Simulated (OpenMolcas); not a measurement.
**Au: effect of the active space**

* Program: OpenMolcas 26.06
* Method: CASSCF
* Basis: ANO-RCC-VQZP
* Scalar Hamiltonian: DKH2, point nucleus
* Spin-orbit coupling: state interaction with AMFI integrals over the reference wave functions, term energies averaged over their components

A. 11 electrons in 6 orbitals (5d 6s); 2S+1 = 2 even, 6 roots; cost roughly 14 core-seconds
B. 11 electrons in 11 orbitals (5d 6s 6d); 2S+1 = 2 even, 6 roots; cost of the order of 4 core-minutes

Energies in cm⁻¹ above 5d¹⁰ 6s ²S_1/2, the measured ground level; measured values from NIST Handbook of Basic Atomic Spectroscopic Data.

```
         Level      A      B  Measured
5d¹⁰ 6s ²S_1/2    0.0    0.0       0.0
5d⁹ 6s² ²D_5/2   5328  12490      9161
5d⁹ 6s² ²D_3/2  17569  25157     21435
```

Deviations, from unrounded energies. A percentage is the sum of absolute deviations over the sum of measured energies, with the sign that they share, or ± where signs differ.

```
           Against measurement  Levels      A      B
mean absolute deviation (cm-1)       2   3800   3500
      other configurations (%)       2  -25.2  +23.0
```

B lies closest to measurement on these levels. The largest miss of B in the table is 5d⁹ 6s² ²D_3/2, by +3700 cm-1. The ranking rests on the paired levels alone, and a cruder setting can come out closer through cancelling errors.

Between A and B the level of the table that moves most is 5d⁹ 6s² ²D_3/2, by 7600 cm-1 (lowest in A, highest in B).

Without dynamic correlation excited terms often stand tens of per cent too high (terms of higher spin than the ground term too low), and those without a measured partner can miss by more than the paired ones. A single d shell beside an s shell can misplace configurations of different d count against each other (holds for A). Active for correlation alone: 6d; no level in the range computed is led by a configuration that fills it, so any true level of that kind is missing (holds for B). Computed and measured levels are paired by configuration, term and J; levels that our copy of the source lacks, or whose pairing is in doubt (as where it misses far off the trend of its configuration), stay unpaired and out of the deviations. Only configurations of the active space appear.
